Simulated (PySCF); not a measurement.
C₃H₈O₂Si, SMILES C[C@@H](C=O)[SiH2]O.

The structure is a stationary point at B3LYP-D3(BJ)/def2-SVP. The structure was generated by enumeration; whether it is a known compound was not checked. The values are those of a single conformer.

Level of theory: PBE0/def2-TZVP in PySCF.

The molecule is in vacuum.

| Quantity | Result |
|---|---|
| total energy | -558.79951 hartree |
| highest occupied level | -7.36 eV |
| lowest empty level | -0.92 eV |
| orbital gap | 6.44 eV |
| dipole moment | 3.14 D |
| quadrupole, principal values (traceless, Buckingham form, about the centre of nuclear charge) | -12.29, 0.89, 11.40 D·Å |
| mean static polarisability | 67.2 bohr³ (9.96 Å³) |
| polarisability, principal values | 58.4, 69.8, 73.5 bohr³ |
